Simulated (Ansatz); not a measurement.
A made-up structure of H3SeSO (charge +1), closed shell:

| atom | x (Å) | y (Å) | z (Å) |
| --- | --- | --- | --- |
| S1 | -0.9933 | -1.1279 | -0.7921 |
| O2 | 0.3505 | -0.3467 | -0.0390 |
| Se3 | 0.3549 | 0.4710 | 1.6848 |
| H4 | -1.2376 | -0.0869 | -1.6143 |
| H5 | 0.1283 | 0.1072 | 3.1327 |
| H6 | 0.3175 | 1.8090 | 1.0653 |

It is relaxed with PBE-D4/def2-SVP and then PBE0-D4/def2-TZVP (Ansatz 0.2.0). Atoms count as bonded within 1.22 times the sum of their covalent radii (H–H: 0.88 Å). The end point is not checked to be a true minimum.

Does its bonding change? (Judge from chemistry; the calculation decides.)

The calculation gives: No: no bond forms or breaks.

Where it ends: The first stage lowers the energy by 2.02 eV in 12 steps. It ends as H₃SeSO ([SH][O][SeH2]), total charge +1:
```
atom    x (Å)    y (Å)    z (Å)
  S1  -1.0589  -0.8972  -0.3744
  O2   0.5188  -0.5561   0.1066
 Se3   0.8332   0.4958   1.4911
  H4  -1.1479   0.0905  -1.2905
  H5  -0.2408   0.0158   2.4019
  H6   0.0159   1.6769   1.1028
```

Labels in which every atom is bracketed show which atoms are joined, not bond orders.

For scale, one of the runs: PBE0-D4/def2-TZVP relaxation, 134 basis functions, launched by `ansatz run in.yaml --threads 2 --pin off --events-out ev --progress --plain --max-ram 4352MiB`. The run took about 41 s on 2 CPU threads of an Arm Neoverse V1 (shared host).
